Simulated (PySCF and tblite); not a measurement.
Results of a calculation; reference values are marked as such.
C₇H₇NO, numbered as in [N:1]#[C:2][C@@H:3]1[CH2:4][CH2:5][CH:6]=[CH:7][C:8]1=[O:9].

Level: PBE0-D3(BJ)/pcSseg-1//GFN2-xTB, thermal terms from GFN2-xTB, symmetry numbers and mirror pairs counted. Conformers within 3 kcal/mol (GFN2-xTB free energy) were kept, 9 at most. Couplings: B3LYP/6-31G* with pcJ-1 on H (gas phase; spin-dipole term only for pairs with B, N, F, Si or P). Couplings are for ¹H. H–H couplings come out 0.1 to 0.9 Hz lower than with pcJ-1 on all atoms. Of two unlike H on one atom, a is the less shielded (PBE0/pcSseg-1). Run with PySCF (density fitting) and tblite.

The 6-ring runs over atoms 3–4–5–6–7–8.

| conformer | shape | weight % |
| --- | --- | --- |
| 1 | 6-ring half-chair (ring torsions -48, 18, 2, 9, -40, 60°) | 77.7 |
| 2 | 6-ring envelope (ring torsions 52, -22, -3, -3, 33, -58°) | 22.3 |

Q: Give the couplings in each conformer and the averages at 298.15 K (pairs that fast motion interchanges averaged).

A: 
| coupling | pairs | 1 | 2 | average (Hz) |
| --- | --- | --- | --- | --- |
| ³J(H3,H4a) | 1 | 3.7 | 15.0 | 6.2 |
| ³J(H3,H4b) | 1 | 4.1 | 4.4 | 4.1 |
| ²J(H4a,H4b) | 1 | -13.8 | -14.1 | -13.9 |
| ³J(H4a,H5b) | 1 | 2.2 | 12.2 | 4.4 |
| ³J(H4a,H5a) | 1 | 5.1 | 4.5 | 5.0 |
| ³J(H4b,H5b) | 1 | 4.7 | 4.9 | 4.8 |
| ³J(H4b,H5a) | 1 | 11.6 | 2.5 | 9.6 |
| ²J(H5b,H5a) | 1 | -21.2 | -20.2 | -21.0 |
| ³J(H5b,H6) | 1 | 7.2 | 2.7 | 6.2 |
| ³J(H5a,H6) | 1 | 3.0 | 7.6 | 4.0 |
| ³J(H6,H7) | 1 | 11.9 | 11.8 | 11.8 |
